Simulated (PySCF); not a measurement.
## Working with the constants of RbBe

r²SCANh constants of RbBe, ²Σ⁺ (doublet), unpaired electrons σ ↑ (basis Rb x2c-SVPall, Be x2c-SVPall; spin-free X2C with a Gaussian nucleus; PySCF 2.14; masses 84.9118 and 9.0122 u):

```
ωe              : 152.4 cm⁻¹
ωexe            : 1.98 cm⁻¹
Be              : 0.16347 cm⁻¹
αe              : 0.00249 cm⁻¹
D (centrifugal) : 7.52e-07 cm⁻¹
De to Rb + Be   : 0.387 eV
```

Give the vibrational terms G(v) and spacings up to v = 6.

G(v) = ωe(v+½) − ωexe(v+½)².

| v | G(v) (cm⁻¹) | G(v) − G(v−1) | Bv (cm⁻¹) |
| --- | --- | --- | --- |
| 0 | 75.7 |  | 0.1622 |
| 1 | 224.1 | 148.4 | 0.1597 |
| 2 | 368.6 | 144.5 | 0.1572 |
| 3 | 509.1 | 140.5 | 0.1548 |
| 4 | 645.7 | 136.6 | 0.1523 |
| 5 | 778.3 | 132.6 | 0.1498 |
| 6 | 906.9 | 128.6 | 0.1473 |

How well does the Morse estimate ωe²/(4ωexe) reproduce De, and what is D0?

It gives 0.364 eV, 94 % of the computed De. D0 = De − G(0) = 0.387 − 0.009 = 0.378 eV.

The bond is weak. Basis-set superposition, not corrected here, can be much of De in a small basis, most of all at correlated wavefunction levels. Functionals without a dispersion term scatter widely for such bonds, and LDA overbinds them. Spin–orbit coupling is left out. The state is the lowest determinant that a PBE0 search found; another state may lie lower at other levels.
